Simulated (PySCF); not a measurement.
Orbital picture of LiSe

r²SCAN at R = 2.273 Å; basis Li x2c-TZVPPall, Se x2c-TZVPPall; spin-free X2C with a Gaussian nucleus; PySCF 2.14. State: ²Π (doublet), unpaired electrons π ↑. Only the outer orbitals are listed, counted within each symmetry.

```tsv
spin	orbital	occ.	ε (eV)	on Li (%)	main shells (%)
α	8σ	1	-16.04	2	97 Se s
α	4π	1	-5.99	4	96 Se p
α	9σ	1	-5.44	7	92 Se p
α	4π	1	-4.76	6	94 Se p
α	10σ	0	-1.18	98	81 Li s, 16 Li p
α	5π	0	0.57	95	95 Li p
α	5π	0	0.70	95	95 Li p
β	8σ	1	-14.90	3	96 Se s
β	9σ	1	-5.13	8	91 Se p
β	4π	1	-4.45	8	92 Se p
β	4π	0	-3.62	9	91 Se p
β	10σ	0	-1.07	97	80 Li s, 17 Li p
β	5π	0	0.74	93	93 Li p
```

Problem. Which are the highest filled and the lowest empty level, where do they sit, and how wide is the gap?

Solution. Highest filled β 4π at -4.45 eV (in %: 92 Se p); lowest empty β 4π at -3.62 eV (in %: 91 Se p); the gap at r²SCAN is 0.83 eV. Both belong to one degenerate shell, split only by its one-sided filling, so this is no excitation gap.

The bond order (Mayer) is 0.71 and the ⟨S²⟩ is 0.755. The charge on Li (Mulliken, basis-dependent) is 0.62. The charge on Li (Löwdin, basis-dependent) is 0.11 and the dipole moment (positive dipole means Li(−)Se(+)) is -6.96 D.

Spin–orbit coupling is left out. The state was picked by a PBE0 search and need not be the measured ground state.
